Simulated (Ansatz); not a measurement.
`B[CH2][GeH2][Cl]` and `B[CH2][GeH2][SeH]` differ in one atom or group.

Ansatz, PBE0-D4/def2-TZVP geometries, multiplicity 1. Each molecule was computed in one conformer, which needn't be the lowest.

Scalar relativity is left out up to krypton. Spin–orbit coupling is left out; it splits and shifts lone-pair levels of the heavy atoms by tenths of an eV.

```
                                                                                  property  `B[CH2][GeH2][Cl]`
                                        size of the dipole moment (ωB97M-V/def2-TZVPP) / D                1.20
                                                   HOMO–LUMO gap (ωB97M-V/def2-TZVPP) / eV               10.81
                                            zero-point energy (PBE0-D4/def2-TZVP) / kJ/mol               170.7
                                                       HOMO–LUMO gap (PBE/def2-TZVPP) / eV                4.50
                                                        HOMO energy (PBE0/def2-TZVPP) / eV               -8.63
ideal-gas entropy at 298 K and 1 bar (rigid rotor, harmonic PBE0-D4/def2-TZVP) / J/(mol·K)                 351
```

(1) Give the same properties after the change, and the shifts. (An estimate is asked.)

## Answers

(1) Computed: 
```
                                                                                  property  `B[CH2][GeH2][SeH]`  shift
                                        size of the dipole moment (ωB97M-V/def2-TZVPP) / D                 1.82   0.62
                                                   HOMO–LUMO gap (ωB97M-V/def2-TZVPP) / eV                 9.54  -1.27
                                            zero-point energy (PBE0-D4/def2-TZVP) / kJ/mol                188.5   17.8
                                                       HOMO–LUMO gap (PBE/def2-TZVPP) / eV                 3.43  -1.07
                                                        HOMO energy (PBE0/def2-TZVPP) / eV                -6.98   1.65
ideal-gas entropy at 298 K and 1 bar (rigid rotor, harmonic PBE0-D4/def2-TZVP) / J/(mol·K)                  374     23
```

With PBE0 the HOMO rises by 1.65 eV and the LUMO rises by 0.43 eV, so the gap narrows by about 1.22 eV. PBE moves the HOMO by 1.49 eV and ωB97M-V by 1.68 eV. The zero-point energy changes by 17.8 kJ/mol with +3 modes. Dipoles are sizes alone; their direction can turn. Modes under 60 cm⁻¹, often nearly free rotors, make the harmonic entropy too high.
